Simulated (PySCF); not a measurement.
Vertical excitation energies

C6H6N2.
InChI=1S/C6H6N2/c1-2-3-6(4-7)5-8/h3H,2H2,1H3

Level of theory: TDDFT wB97X-D/def2-SVPD, vertical, gas phase, core orbitals frozen in the response (PySCF 2.14.0, density-fitted response routines). Geometry: GFN2-xTB, one conformer, isolated molecule. Torsions of this conformer, `[CH3:1][CH2:2][CH:3]=[C:4]([C:5]#[N:6])[C:7]#[N:8]`: C1–C2–C3–C4 -121°.

Problem. What does the calculation give for the low-lying excited states?

Solution. 

```
state  λ (nm)  E (eV)       f  |μ| (D)  main configurations (H = HOMO, L = LUMO)
   S1   216.0    5.74   0.425     4.42                                 H→L (95%)
   S2   192.4    6.44  0.0003     0.11                               H-1→L (92%)
   S3   188.3    6.58  0.0007     0.17                  H-2→L (48%), H→L+1 (37%)
   S4   183.7    6.75  0.0011     0.21                  H→L+1 (48%), H-2→L (40%)
   S5   173.7    7.14   0.054     1.41                H-3→L (78%), H-1→L+1 (11%)
   S6   169.9    7.30  0.0024     0.30     H-5→L (55%), H-4→L (18%), H-7→L (12%)
   S7   164.9    7.52  0.0041     0.38                  H-4→L (74%), H-5→L (13%)
   S8   160.9    7.71  0.0001     0.04    H-3→L+1 (35%), H→L+7 (32%), H→L+2 (9%)
```

Triplets (Tamm–Dancoff): T1 3.46 eV, H→L (94%); T2 5.90 eV, H-3→L (60%), H→L+4 (12%), H→L+3 (9%); T3 6.18 eV, H-1→L (83%).

The lowest singlet comes at 216 nm (554 kJ/mol) in the ultraviolet; it is strong; its leading configuration is HOMO→LUMO (95%). The lowest level is also the most intense of those listed (f = 0.425). Löwdin shares by element: HOMO carbon 42% or more, nitrogen 29% (atoms not listed hold the other 29%); LUMO carbon 53% or more, nitrogen 17% (atoms not listed hold the other 30%). The listed states span 1.97 eV, and the widest gap between neighbours is 0.70 eV (S1 to S2). Orbital energies (eV): HOMO-3 -12.47, HOMO-2 -12.44, HOMO-1 -12.10, HOMO -10.29, LUMO -0.83, LUMO+1 1.50, LUMO+2 1.93. Of the 8 states listed, 2 reach f = 0.01 and 2 stay under 0.0005. Singlets were solved by full linear response, triplets in the Tamm–Dancoff approximation.

On Arm Neoverse N1, one thread, no GPU, shared host, this took 75 s wall (grids of density and orbitals included) and 0.87 GiB of memory at its peak.
